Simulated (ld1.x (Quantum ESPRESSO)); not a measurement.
**Before and after: TM semilocal potential for Ar (Z = 18)**

| Item | Value |
| --- | --- |
| Element | Ar |
| Generator | ld1.x (Quantum ESPRESSO) 7.5 |
| Type | norm-conserving Troullier–Martins (semilocal form) |
| Functional | BLYP |
| Relativity | scalar-relativistic |
| Frozen core | [Ne] |
| Valence charge | 8 |
| Reference configuration | 3s2 3p6 |
| Partial waves | 3s (bound): rc 1.10 bohr; 3p (bound): rc 1.25 bohr; 3d channel at 0.05 Ry: rc 1.30 bohr |
| Local potential | the d channel |
| Core correction | a·sin(br)/r model core, default radius (core density twice the valence density) |

All-electron outer shells of the reference configuration (BLYP, scalar-relativistic, ld1.x):

| shell | level (eV) | outermost node (bohr) | outermost maximum (bohr) |
| --- | --- | --- | --- |
| 2s | -296.93 | 0.12 | 0.34 |
| 2p | -230.03 | – | 0.28 |
| 3s | -24.13 | 0.52 | 1.17 |
| 3p | -10.14 | 0.49 | 1.28 |

Change: wave 3s (bound): rc 1.10 bohr becomes 3s (bound): rc 1.18 bohr.

Cutoffs: the cutoffs (Ry, on a coarse ladder) from which the occupation-weighted sum of valence levels, in a spherical-Bessel basis at the reference potential, stays within 10 and 1 mRy of its value at 400 Ry; they do not see the model core or the augmentation charge, which bear on the density cutoff. Errors are all-electron minus pseudo energies relative to the spin-unpolarised reference configuration.

Task: How do hardness, ghosts and transferability respond?

Result: The potential gets softer (70 Ry and 110 Ry → 60 Ry and 90 Ry); the errors of the 6 common tests hardly move; neither file shows a bound ghost. A larger radius leaves more room for a smooth pseudo-wave, so fewer plane waves are needed. A semilocal file is local in each channel, so a ghost entry of none says nothing of the separable form that plane-wave codes build from it.

```csv
quantity,base,changed
"cutoff, loose",70 Ry,60 Ry
"cutoff, tight",110 Ry,90 Ry
loose cutoff by channel (10 mRy a level),"s 50 Ry, p 15 Ry","s 35 Ry, p 15 Ry"
bound ghosts,none,none
"error for 3s2 3p5, meV [ΔE 15.92 eV]",+2.4,+2.3
"error for 3s2 3p4, meV [ΔE 44.43 eV]",+22,+21
"error for 3s2 3p3, meV [ΔE 86.87 eV]",+78,+77
"error for 3s2 3p2, meV [ΔE 144.38 eV]",+201,+197
"error for 3s1 3p6, meV [ΔE 30.50 eV]",+3.6,+3.8
"error for 3s2 3p5.5, meV [ΔE 6.48 eV]",0.0,0.0
s: phases at 1.41 bohr within 0.05 rad from the reference energy up to (Ry; the scan ends near 5),to the end of the scan,to the end of the scan
p: phases at 1.41 bohr within 0.05 rad from the reference energy up to (Ry; the scan ends near 5),to the end of the scan,to the end of the scan
d: phases at 1.41 bohr within 0.05 rad from the reference energy up to (Ry; the scan ends near 5),to the end of the scan,to the end of the scan
```
